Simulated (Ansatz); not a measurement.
Cost and result for the atomization energy of `CO[B]Cl` radical (7 atoms, 6 bonds).

Cartesian coordinates in Å:
```
C 0.434 0.466 -0.504
O -0.836 -0.182 -0.470
B -1.322 -0.912 0.515
Cl -0.522 -1.271 2.039
H 0.990 0.289 0.417
H 0.265 1.534 -0.640
H 0.990 0.076 -1.357
```

The species carries charge 0 and has multiplicity 2. All single points use the PBE0-D4/def2-TZVP geometry. It is one conformer, not always the lowest. Program: Ansatz. Hardware: A = 2 threads of a server CPU on a shared host; B = 2 threads of an AMD EPYC 7R13 on a shared host and a share of an NVIDIA H100 80 GB. Times are those of one run each, without the atoms' runs, and a repeat can differ threefold. Electronic energies, without spin–orbit coupling; frozen cores. CCSD(T)/CBS extrapolates def2-TZVPP and def2-QZVPP, and its time is that of the two runs behind it. T1 = 0.014; ⟨S²⟩ of the reference is 0.76.

CCSD(T)/CBS is a level of theory with its own doubt, some kJ/mol a heavy atom from the limit and from the frozen cores, so smaller differences don't rank the functionals.

| level | functions | wall time |
| --- | --- | --- |
| LDA (SPW92)/def2-TZVPP [A] | 177 | 3.8 s |
| revPBE-D4/def2-TZVPP [A] | 177 | 4.2 s |
| PBE-D4/def2-TZVPP (with forces) [A] | 177 | 5.5 s |
| BLYP-D4/def2-TZVPP [A] | 177 | 5.5 s |
| CCSD(T)/def2-SVP [A] | 75 | 7 s |
| CCSD(T)/def2-TZVPP [B] | 177 | 9.1 s |
| PBE0-D4/def2-TZVPP [A] | 177 | 10 s |
| r2SCANh-D4/def2-TZVPP [A] | 177 | 14 s |
| B97M-V/def2-TZVPP [A] | 177 | 15 s |
| B2PLYP/def2-TZVPP [A] | 177 | 15 s |
| CCSD(T)/def2-QZVPP [B] | 331 | 21 s |
| CCSD(T)/CBS(def2) | – | 30 s |
| ωB97X-V/def2-TZVPP [A] | 177 | 32 s |

Problem. What atomization energy does each give, and how far from CCSD(T)/CBS? (Estimate.)

Solution. Ansatz gave: 
```tsv
level	atomization (kJ/mol)	difference from CCSD(T)/CBS	per bond
LDA (SPW92)/def2-TZVPP [A]	3038.4	438.5	73.1
revPBE-D4/def2-TZVPP [A]	2623.1	23.2	3.9
PBE-D4/def2-TZVPP (with forces) [A]	2699.1	99.2	16.5
BLYP-D4/def2-TZVPP [A]	2620.0	20.1	3.4
CCSD(T)/def2-SVP [A]	2488.0	-111.9	-18.7
CCSD(T)/def2-TZVPP [B]	2533.2	-66.7	-11.1
PBE0-D4/def2-TZVPP [A]	2638.6	38.7	6.4
r2SCANh-D4/def2-TZVPP [A]	2631.8	31.9	5.3
B97M-V/def2-TZVPP [A]	2628.8	28.9	4.8
B2PLYP/def2-TZVPP [A]	2590.2	-9.7	-1.6
CCSD(T)/def2-QZVPP [B]	2572.7	-27.2	-4.5
CCSD(T)/CBS(def2)	2599.9	0.0	0.0
ωB97X-V/def2-TZVPP [A]	2610.3	10.4	1.7
```

From PBE to PBE0 (25 % exact exchange), in def2-TZVPP and without D4, the atomization energy moves by −58.5 kJ/mol: exact exchange takes away binding that semilocal exchange gives to molecules. Leaving LDA and LC-ωPBE aside and taking each functional with its dispersion term where it has one, the values, not all of them listed here, spread over 173.4 kJ/mol, from BHLYP-D4 to PBE-D4. LDA lies +351.4 kJ/mol from PBE without D4, its usual overbinding. At CCSD(T), def2-SVP lies −111.9 kJ/mol from the extrapolated value and def2-TZVPP −66.7 kJ/mol: correlation converges slowly with the basis, and small sets miss more of it in the bonded molecule than in its fragments.
